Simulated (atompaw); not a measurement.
# What one change does to a pseudopotential (P, PAW (atompaw))

| Item | Value |
| --- | --- |
| Element | phosphorus |
| Generator | atompaw 4.2.0.5 |
| Type | PAW |
| Functional | LDA (PW92) |
| Relativity | scalar-relativistic |
| Frozen core | [Ne] |
| Valence charge | 5 |
| Reference configuration | 3s2 3p1 (charge +2) |
| Partial waves | 3s (bound): rc 1.90 bohr; 3s channel at -0.45 Ry: rc 1.85 bohr; 3p (bound): rc 1.90 bohr; 3p channel at 1.5 Ry: rc 1.90 bohr; 3d channel at 0.05 Ry: rc 1.90 bohr; 3d channel at 0.7 Ry: rc 1.90 bohr |
| Local potential | bessel scheme, radius 1.40 bohr |
| Core correction | smooth core density matched at 1.70 bohr |
| Augmentation charge | besselshape compensation charge, radius 1.85 bohr; PAW radius 1.90 bohr; waves and projectors: custom polynom vanderbiltortho |

Change: augmentation besselshape compensation charge, radius 1.85 bohr; PAW radius 1.90 bohr; waves and projectors: custom polynom2 7 10 vanderbiltortho.

Cutoffs: the cutoffs (Ry, on a coarse ladder) from which the occupation-weighted sum of valence levels, in a spherical-Bessel basis at the reference potential, stays within 10 and 1 mRy of its value at 400 Ry; they do not see the model core or the augmentation charge, which bear on the density cutoff.

**Question.** What does the change do?

**Answer.** The potential gets softer (12 Ry and 18 Ry → 10 Ry and 15 Ry); neither file shows a bound ghost.

```tsv
quantity	base	changed
cutoff, loose	12 Ry	10 Ry
cutoff, tight	18 Ry	15 Ry
bound ghosts	none	none
s: phases at 1.90 bohr within 0.05 rad from the reference energy up to (Ry; the scan ends near 5)	4.4	4.4
p: phases at 1.90 bohr within 0.05 rad from the reference energy up to (Ry; the scan ends near 5)	to the end of the scan	to the end of the scan
d: phases at 1.90 bohr within 0.05 rad from the reference energy up to (Ry; the scan ends near 5)	to the end of the scan	4.9
lowest overlap eigenvalue by channel	s 0.31, p 0.76, d 0.95	s 0.25, p 0.71, d 0.97
```

 The cutoffs see the waves, projectors and local potential, not the compensation charge or the core.
